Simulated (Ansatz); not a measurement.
Ansatz (a quantum-chemistry and plane-wave program) input (CCSD(T)/cc-pVDZ):

Ansatz 0.2 input:
```yaml
crystal:
  periodic: [false, false, false]
  atoms:
    - {symbol: O, position_ang: [0.00000000, 0.00000000, 0.00000000]}
basis:
  gaussian:
    orbitals: cc-pVDZ
magnetization: {spin_polarized: true, initial_magnetization: 2}
correlation: {method: ccsd_t, frozen_orbitals: {O: 0}}
scf: {lower_state_search: full}
```

Output:

```
Functional definition: HF
integrals: 0.00 GiB planned
71 factors; integrals over basis functions are off by at most 1.5e-4 eV
mean field: 0.04 GiB planned
mean field evaluation 1: about -2034.9853 eV, gradient 7.1e0 eV
mean field evaluation 2: about -2034.9858 eV, gradient 7.1e0 eV
mean field evaluation 4: about -2035.1955 eV, gradient 6.2e-1 eV
mean field evaluation 8: about -2035.1985 eV, gradient 5.1e-4 eV
mean field evaluation 16: about -2035.1985 eV, gradient 2.4e-2 eV
mean field evaluation 32: about -2035.1984 eV, gradient 1.3e-1 eV
mean field evaluation 64: about -2035.1705 eV, gradient 1.7e0 eV
mean field -2035.19851766 eV, -74.7921660167 hartree, gradient 1.6e-6 eV, S^2 2.004367; 6 other end points of the search recorded, 0 dependent functions left out
reference -2035.19851766 eV, -74.7921660167 hartree; 5, 3 occupied and 9, 11 virtual orbitals, 71 factors
second order -2.82229237 eV of doubles, -0.00000000 eV of singles
coupled cluster: 0.04 GiB planned
cycle   1  -3.14981591 eV  change   -3.3e-1 eV  update   2.3e-2
cycle   2  -3.22349395 eV  change   -7.4e-2 eV  update   6.8e-3
cycle   3  -3.22758560 eV  change   -4.1e-3 eV  update   1.9e-3
cycle   4  -3.22773940 eV  change   -1.5e-4 eV  update   5.9e-4
cycle   5  -3.22776032 eV  change   -2.1e-5 eV  update   8.6e-5
cycle   6  -3.22777678 eV  change   -1.6e-5 eV  update   1.1e-5
cycle   7  -3.22777626 eV  change    5.3e-7 eV  update   2.1e-6
perturbative correction -0.02085452 eV, -0.0007663894 hartree
Total energy: -2038.44714843 eV, -74.9115509957 hartree
```
